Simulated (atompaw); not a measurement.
Sb (Z = 51): variants of one PAW (atompaw) potential

Base potential:

```json
{"Element": "antimony", "Generator": "atompaw 4.2.0.5", "Type": "PAW", "Functional": "PBE", "Relativity": "scalar-relativistic", "Frozen core": "[Kr]", "Valence charge": "15", "Reference configuration": "4d10 5s2 5p3", "Partial waves": "5s (bound): rc 2.10 bohr; 5s channel at -0.4 Ry: rc 2.10 bohr; 5p (bound): rc 2.05 bohr; 5p channel at 0.7 Ry: rc 2.10 bohr; 4d (bound): rc 1.50 bohr; 4d channel at 1.55 Ry: rc 2.10 bohr", "Local potential": "vpsmatchnc scheme with l = 3 at 0.5 Ry, radius 1.90 bohr", "Core correction": "smooth core density matched at 2.00 bohr", "Augmentation charge": "sinc compensation charge, radius 2.00 bohr; PAW radius 2.10 bohr; waves and projectors: custom polynom vanderbiltortho"}
```

Cutoffs, loose and tight: the cutoffs (Ry, on a coarse ladder) from which the occupation-weighted sum of valence levels, in a spherical-Bessel basis at the reference potential, stays within 10 and 1 mRy of its value at 400 Ry. They see the waves, projectors and local potential, not the compensation charge or the core. A dash means not determined.

A true bound ghost makes a file unfit for plane-wave use even where its test errors are small: the radial tests pick states by their node count and pass the ghost by.

| change | outcome | cutoff, loose | cutoff, tight | bound ghosts |
| --- | --- | --- | --- | --- |
| base | generated | 70 Ry | 120 Ry | s, p |
| all radii scaled by about 1.15 (s 2.42, p 2.36, d 1.72 bohr); local potential vpsmatchnc scheme with l = 3 at 0.5 Ry, radius 2.18 bohr; augmentation sinc compensation charge, radius 2.30 bohr; PAW radius 2.42 bohr; waves and projectors: custom polynom vanderbiltortho; core correction smooth core density matched at 2.30 bohr | failed: atompaw: The overlap operator has at least one negative eigenvalue! | – | – | – |
| wave 5s channel at -0.4 Ry: rc 2.10 bohr becomes 5s channel at -0.72 Ry: rc 2.10 bohr | generated | 70 Ry | 120 Ry | s, p |
| augmentation sinc compensation charge, radius 1.80 bohr; PAW radius 2.10 bohr; waves and projectors: custom polynom vanderbiltortho | generated | 70 Ry | 120 Ry | s, p |
| local potential vpsmatchnc scheme with l = 3 at 0.5 Ry, radius 1.10 bohr | failed: atompaw: The overlap operator has at least one negative eigenvalue! | – | – | – |
| wave 5p channel at 0.7 Ry: rc 2.10 bohr becomes 5p channel at 0.7 Ry: rc 2.08 bohr | generated | 70 Ry | 120 Ry | s, p |
| core [Ar] 3d10 4s2, valence charge 21; reference 4p6 4d10 5s2 5p3; waves now 5s (bound): rc 1.60 bohr; 5s channel at 0.05 Ry: rc 1.60 bohr; 4p (bound): rc 1.55 bohr; 5p (bound): rc 1.60 bohr; 4d (bound): rc 1.60 bohr; 4d channel at 1.45 Ry: rc 1.60 bohr; local potential vpsmatchnc scheme with l = 3 at 0.5 Ry, radius 1.25 bohr; core correction smooth core density matched at 1.30 bohr; augmentation sinc compensation charge, radius 1.60 bohr; PAW radius 1.60 bohr; waves and projectors: custom polynom vanderbiltortho | generated | 70 Ry | 110 Ry | s |
| augmentation besselshape compensation charge, radius 2.00 bohr; PAW radius 2.10 bohr; waves and projectors: custom polynom vanderbiltortho | generated | 70 Ry | 120 Ry | s, p |
| wave 5p channel at 0.7 Ry: rc 2.10 bohr becomes 5p channel at 0.7 Ry: rc 1.56 bohr | failed: atompaw: The overlap operator has at least one negative eigenvalue! | – | – | – |
| core correction smooth core density matched at 1.36 bohr | generated | 70 Ry | 120 Ry | s, p |
| augmentation sinc compensation charge, radius 2.00 bohr; PAW radius 2.10 bohr; waves and projectors: modrrkj vanderbiltortho | failed: atompaw: The overlap operator has at least one negative eigenvalue! | – | – | – |

Problem. What comes out with this change to the base: local potential bessel scheme, radius 1.90 bohr?

Solution. outcome: generated; cutoff, loose: 70 Ry; cutoff, tight: 120 Ry; bound ghosts: none.

Problem. What comes out with this change to the base: augmentation sinc compensation charge, radius 2.00 bohr; PAW radius 2.10 bohr; waves and projectors: custom rrkj gramschmidtortho?

Solution. outcome: generated; cutoff, loose: 70 Ry; cutoff, tight: 110 Ry; bound ghosts: s, p.
